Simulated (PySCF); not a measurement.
C₃H₆O₃, SMILES COC(=O)OC (connectivity only; charge and spin as stated), charge +1, multiplicity 2. Atoms are numbered in the order given.

```xyz
12

C      2.4384     0.0000    -0.0351
O      1.0930     0.0000    -0.6486
C      0.0000     0.0000     0.0059
O      0.0000     0.0000     1.2863
O     -1.0930     0.0000    -0.6486
C     -2.4384     0.0000    -0.0351
H      2.5530     0.9114     0.5651
H      3.1155     0.0000    -0.8940
H      2.5530    -0.9114     0.5651
H     -3.1155     0.0000    -0.8940
H     -2.5530    -0.9114     0.5651
H     -2.5530     0.9114     0.5651
```
Charge +1, spin multiplicity 2.

Coordinates come from a B3LYP-D3(BJ)/def2-SVP optimisation. The multiplicity is an assumed one; no other spin state was optimised.

These are PBE0/pcH-1 in PySCF values and carry that method's errors.

Unrestricted Kohn–Sham, ⟨S²⟩ = 0.754. Hyperfine tensors hold the contact and dipolar terms, without spin-orbit corrections.

Question: Estimate the hyperfine couplings. (The exact figures need the calculation; the answer reports its results.)

Answer: 
```tsv
nucleus	A(iso) (MHz)	A(iso) (G)	dipolar principal values (MHz)
13C no. 1	5.8	2.1	-1.0, -1.0, 2.0
17O no. 2	11.7	4.2	-33.0, 15.1, 17.8
13C no. 3	-49.2	-17.5	-8.6, -2.5, 11.1
17O no. 4	-42.3	-15.1	-271.9, 130.6, 141.3
17O no. 5	11.7	4.2	-33.0, 15.1, 17.8
13C no. 6	5.8	2.1	-1.0, -1.0, 2.0
1H no. 7	-1.1	-0.4	-4.3, -2.9, 7.2
1H no. 8	-1.1	-0.4	-2.0, -1.5, 3.5
1H no. 9	-1.1	-0.4	-4.3, -2.9, 7.2
1H no. 10	-1.1	-0.4	-2.0, -1.5, 3.5
1H no. 11	-1.1	-0.4	-4.3, -2.9, 7.2
1H no. 12	-1.1	-0.4	-4.3, -2.9, 7.2
```
